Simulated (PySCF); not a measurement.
BeH2, SMILES [BeH2].

Geometry: PBE0-D3(BJ)/def2-TZVPD. The isomer is the one that the SMILES or the coordinates give; other isomers of the formula were not compared.

These are PBE/def2-TZVPD (PySCF) values and carry that method's errors.

Gas-phase values at a fixed geometry.

total energy: -15.86137 hartree
point group: D∞h
highest occupied level: -7.48 eV
lowest empty level: -1.64 eV
orbital gap: 5.84 eV
dipole moment: 0.00 D
quadrupole, principal values (traceless, Buckingham form, about the centre of nuclear charge): -4.99, 2.49, 2.49 D·Å
mean static polarisability: 21.6 bohr³ (3.20 Å³)
polarisability, principal values: 21.4, 21.4, 21.9 bohr³
